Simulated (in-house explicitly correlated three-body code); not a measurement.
Computed with an exponentially correlated three-body code. Model: two electrons around a point charge, non-relativistic, variational in 260 exponentially correlated functions (energies converged to about 1e-7 hartree, or 1e-8 relative for large Z).

Command:
```bash
python run_hyl.py task.json out
```
Settings (lengths in bohr, energies in hartree):
```
Z                      9
screening              1.35
interaction_strength   1
functions              260
states_tried           13
```

Time taken, with all properties: 39 s on 1 thread of Intel(R) Xeon(R) Platinum 8375C CPU @ 2.90GHz (Ice Lake), with other jobs on the host.

**Those bound S and P states to n = 4 that converged, binding against the one-electron ion.**

Given: nuclear charge 9; Yukawa screening of all interactions 1.35 1/bohr.

Computed: one-electron threshold -29.6023248 hartree.

```json
{"term": "1 1S", "energy (hartree)": "-54.9793586", "binding (eV)": "690.54"}
{"term": "2 3S", "energy (hartree)": "-31.2258169", "binding (eV)": "44.177"}
{"term": "2 1S", "energy (hartree)": "-31.0161413", "binding (eV)": "38.472"}
{"term": "2 3P", "energy (hartree)": "?", "binding (eV)": "?"}
{"term": "2 1P", "energy (hartree)": "-30.4426194", "binding (eV)": "22.866"}
```

(1) What belongs in the row 2 3P?

**Converged states only, values per electron or pair (inverse distances are <exp(-kr)/r>).**

```tsv
term	mean r (bohr)	mean r squared (bohr²)	mean inverse r (1/bohr)	mean r12 (bohr)	mean inverse r12 (1/bohr)	mean cosine	mean p1 dot p2 (bohr⁻²)	delta r1 (bohr⁻³)	delta r12 (bohr⁻³)
1 1S	0.17746	0.042431	7.3542	0.26176	4.0751	-0.014378	1.0218	209.02	22.21
2 3S	?	?	?	?	?	?	?	?	-
2 1S	0.54926	0.53726	4.2227	0.94535	0.69157	-0.0045742	0.056119	119.44	2.4112
2 3P	0.50062	0.45901	4.1994	0.86069	0.66988	-0.043852	-2.9304	112.2	-
2 1P	0.52231	0.50641	4.1787	0.88812	0.7239	0.028966	2.6476	112.82	0.52726
```

(2) What belongs in the row 2 3S?

**Electric-dipole lines between converged S and P states, rate of the upper state's decay.**

```csv
s state,p state,p minus s (eV),oscillator strength from s,rate (1/s)
1 1S,2 1P,667.68,0.43431,2.8005e+12
2 1S,2 1P,15.606,0.29872,1.0523e+09
2 3S,2 3P,18.126,0.31236,1.4845e+09
```

**Static dipole response.**

```tsv
state	polarisability (bohr³)
1 1S	0.0017913
2 3S	0.74945
```

Answers

(1) energy (hartree): -30.5596811; binding (eV): 26.051.

(2) mean r (bohr): 0.52424; mean r squared (bohr²): 0.48188; mean inverse r (1/bohr): 4.2487; mean r12 (bohr): 0.90164; mean inverse r12 (1/bohr): 0.54144; mean cosine: -0.0032168; mean p1 dot p2 (bohr⁻²): 0.038233; delta r1 (bohr⁻³): 120.16.
